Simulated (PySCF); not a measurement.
Ionisation energy of Tb(44+) by level of theory

Tb(44+) [Ar] 3d3 [3d3/2^3, M_J = 3/2] → Tb(45+) [Ar] 3d2 [3d3/2^2, M_J = 2], as a difference of total energies. Computed with PySCF 2.14 in an even-tempered Gaussian basis (16 s from 10 bohr⁻², ratio 2.8; 12 p from 13 bohr⁻², ratio 2.8; 8 d from 13 bohr⁻², ratio 2.8; 3 f from 43 bohr⁻², ratio 3), with the two-component X2C-1e Hamiltonian. Correlated levels: [Ne] frozen; the 74 highest virtual spinors dropped. "Screened" scales the spin-orbit matrix elements by Boettger's factors to mimic the two-electron term; Breit and QED terms are absent.

```json
{"method": "GHF (spin-free)", "ionisation energy (eV)": "3559.9"}
{"method": "GMP2 (spin-free)", "ionisation energy (eV)": "3559.7"}
{"method": "GHF (screened spin-orbit)", "ionisation energy (eV)": "3573.1"}
{"method": "GMP2 (screened spin-orbit)", "ionisation energy (eV)": "3573.9"}
```

Breit and QED terms and the two-electron picture change are absent.

The spin-free rows relax to the high-spin LS determinant and lack the spin-orbit shift.

The labels give the starting determinants; with spin-orbit coupling the two ends relaxed to ⟨J²⟩ = 3.80, ⟨L²⟩ = 7.96, ⟨S²⟩ = 2.14 and ⟨J²⟩ = 6.02, ⟨L²⟩ = 10.24, ⟨S²⟩ = 1.54.

For comparison: 3573 ± 4 eV (theoretical estimate listed by NIST; NIST Atomic Spectra Database, ionization energies).
